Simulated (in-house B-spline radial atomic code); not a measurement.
# RPA and G0W0 on CAM-B3LYP: the calcium ion Ca²⁺

Configuration [Ne] 3s2 3p6, mean-field start CAM-B3LYP. Computed with a B-spline radial code for spherical atoms: all electrons, non-relativistic, point nucleus, each spin shell either full or empty, empty states to l = 9 with an (l + 1/2)⁻⁴ tail; G0W0 by contour deformation at full frequency.

Command:
```bash
python run_gw.py task.json out
```
Settings (radii: box in bohr, nucleus in fm):
```
Z                        20
electrons                18
configuration            [Ne] 3s2 3p6
hamiltonian              nr
method                   camb3lyp
lmax                     9
spin_polarised           False
box_radius               17.55
intervals                50
```

Run time, properties included: 1.8 s on 1 thread of Arm Neoverse N1 (shared host).

Energies (hartree):

```
                                     term       value
                         mean-field total  -676.93799
Hartree-Fock functional on these orbitals  -676.14500
                      direct second order     -1.2548
                    second-order exchange      0.4239
                         SOSEX correction     0.38777
```

Q: What is the RPA correlation energy, and what remains with SOSEX?

A: RPA gives -1.1024 hartree (-1.67 eV per electron); RPA + SOSEX gives -0.71464, and the second-order doubles -0.83094 hartree (no singles). RPA lacks exchange-type terms and so overcorrelates at short range.

Quasi-particle levels (eV):

```csv
level,occupied,mean field,Σx - vxc,Σc,QP weight,G0W0
3p,yes,-46.88,-4.11,?,?,?
4s,no,-13.205,2.08,-0.70,0.988,-11.823
```

G0W0 = mean field + (Σx - vxc) + Σc, with Σc (partial-wave tail included) taken at the quasi-particle energy. Only the outer levels were computed. Levels of low weight are left out.

Q: Where does G0W0 put 3p?

A: At -51.17 eV, with Σc = -0.19 eV and a quasi-particle weight of 0.943. The tabulated removal energy is 50.913 eV (NIST, measured); the calculation leaves out relativity, Breit and QED terms, and what these don't explain is the method's own error.
